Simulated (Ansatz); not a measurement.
Species: sum formula H3GeO4, charge 0, multiplicity 2. It need not be the lowest isomer of its formula. 
Coordinates optimised at B3LYP-D3(BJ)/def2-TZVP (Ansatz, a quantum-chemistry and plane-wave program):
SMILES: [O][Ge]([OH])([OH])[OH]
```xyz
8

O      0.4865     1.4281    -1.0068
Ge    -0.0077     0.0150    -0.0174
O     -1.2013     0.3017     1.2450
O     -0.7313    -1.1342    -1.1343
O      1.4889    -0.4821     0.7827
H     -0.8271     0.6994     2.0390
H     -1.5113    -1.5579    -0.7572
H      2.2424    -0.5299     0.1831
```
Charge 0, spin multiplicity 2.

Basis-set convergence of Hartree-Fock and CCSD(T) correlation energies (hartree) with Ansatz. Valence correlation only, unless marked. UHF or UKS for open shells. No spin-orbit coupling. Frozen are the shells of the preceding noble gas and the d and f shells that filled before the atom's block. Non-relativistic.

```tsv
basis	functions	E(HF)	E(corr, CCSD(T))
cc-pVDZ	98	-2376.59844	-0.83970
cc-pVTZ	205	[?]	[?]
```

Question: What belongs in the gaps?

Answer: 
- cc-pVTZ, E(HF): -2376.79457
- cc-pVTZ, E(corr, CCSD(T)): -1.07925
